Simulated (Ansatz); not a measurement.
C₂H₈AsGa, triplet, at a GFN2-xTB geometry (such geometries of metal compounds can be far from the true shape) (a higher spin typed on purpose: for a closed-shell molecule this is an excited state); CAM-B3LYP/STO-3G in Ansatz (an electronic-structure program).

Here is a job for Ansatz.
Ansatz 0.2 input:
```yaml
crystal:
  periodic: [false, false, false]
  atoms:
    - {symbol: Ga, position_ang: [0.04607044, -1.27816835, -0.09954551]}
    - {symbol: C, position_ang: [2.09020801, -0.85300162, -0.67472776]}
    - {symbol: H, position_ang: [2.67853899, -1.77260718, -0.69303153]}
    - {symbol: H, position_ang: [2.52205301, -0.17678481, 0.06648283]}
    - {symbol: H, position_ang: [2.14779882, -0.38424156, -1.65909832]}
    - {symbol: C, position_ang: [-0.44241958, -1.15311323, 2.00659753]}
    - {symbol: H, position_ang: [-0.32130904, -2.12808353, 2.48294604]}
    - {symbol: H, position_ang: [-1.46712377, -0.81260308, 2.16806657]}
    - {symbol: H, position_ang: [0.24494264, -0.44661810, 2.47728876]}
    - {symbol: As, position_ang: [-0.44759291, 1.65780884, -0.23721794]}
    - {symbol: H, position_ang: [-1.89646500, 1.25104063, -0.19566326]}
    - {symbol: H, position_ang: [-0.45278401, 1.42211411, -1.72410683]}
basis:
  gaussian:
    orbitals: STO-3G
hamiltonian:
  xc: cam_b3lyp
magnetization: {spin_polarized: true, initial_magnetization: 2}
```

The log (banner, timings and long lists left out):

```
Functional definition: CAM-B3LYP
603 factors; integrals over basis functions are off by at most 6.7e-5 eV
218 factors; integrals over basis functions are off by at most 2.4e-6 eV
mean field evaluation 1: about -113035.2344 eV, gradient 3.2e2 eV
mean field evaluation 2: about -111614.6265 eV, gradient 3.8e2 eV
mean field evaluation 4: about -112182.4025 eV, gradient 1.4e2 eV
mean field evaluation 8: about -114090.0938 eV, gradient 1.6e1 eV
mean field evaluation 16: about -114094.2542 eV, gradient 1.2e-1 eV
mean field evaluation 32: about -114094.2671 eV, gradient 8.0e-5 eV
mean field evaluation 64: about -114094.2594 eV, gradient 1.3e-1 eV
mean field evaluation 96: about -114094.2671 eV, gradient 8.0e-6 eV
mean field -114094.26708734 eV, -4192.8869795880 hartree, gradient 8.0e-6 eV, S^2 2.012040; 6 other end points of the search recorded, 0 dependent functions left out
reference -114094.26719454 eV, -4192.8869835275 hartree; 43, 41 occupied and 11, 13 virtual orbitals, 603 factors
Total energy: -114094.26719454 eV, -4192.8869835275 hartree
```
